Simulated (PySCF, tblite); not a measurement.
Isomers of C8H9FN2, one GFN2-xTB conformer each. Single-point energies are computed at PBE0/pcSseg-1 (PySCF, gas phase, no added dispersion term), electronic only.

Question: Rank them by PBE0/pcSseg-1 energy, lowest first (kcal/mol).
A. `[CH3:1][c:2]1[cH:3][c:4]([F:5])[c:6]([CH:7]2[CH2:8][CH2:9]2)[n:10][n:11]1` with C4–C6–C7–C8 148°
B. `[CH2:1]=[CH:2][c:3]1[n:4][n:5][c:6]([CH3:7])[c:8]([F:9])[c:10]1[CH3:11]` with C1–C2–C3–N4 0°
C. `CC(C)(C)/C(C#N)=C(/F)C#N`

Answer: B (0.0), A (4.7), C (11.2).

As drawn, the lowest has an aromatic ring and an N–N linkage, which the highest lacks; the highest has a C≡N group and a quaternary carbon, which the lowest lacks. GFN2-xTB itself gives, in the same order: 2.8, 0.0, 36.0. GFN2-xTB puts Cc1cc(F)c(C2CC2)nn1 lowest instead; measured from each level's own lowest isomer, the values differ by up to 24.8 kcal/mol (CC(C)(C)/C(C#N)=C(/F)C#N: 36.0 against 11.2).

Question: Which frontier levels, dipoles and rotational constants go with these structures?

Answer: 
```csv
SMILES,"HOMO (eV, PBE0/pcSseg-1)",LUMO (eV),dipole (D),"A, B, C (MHz)"
C=Cc1nnc(C)c(F)c1C,-6.63,-1.59,3.06,"1894, 906.4, 617.7"
Cc1cc(F)c(C2CC2)nn1,-6.73,-1.37,2.35,"2079, 809.3, 612.5"
CC(C)(C)/C(C#N)=C(/F)C#N,-8.41,-2.78,3.53,"1359, 1043, 677.7"
```

Question: What happens when harmonic zero-point energies from GFN2-xTB frequencies are added?

Answer: 
```tsv
SMILES	ZPE (kcal/mol)	electronic (kcal/mol)	with ZPE (kcal/mol)
C=Cc1nnc(C)c(F)c1C	95.4	0.0	0.0
Cc1cc(F)c(C2CC2)nn1	96.7	4.7	6.0
CC(C)(C)/C(C#N)=C(/F)C#N	95.4	11.2	11.2
```

The zero-point energies span 1.3 kcal/mol. The order is unchanged.
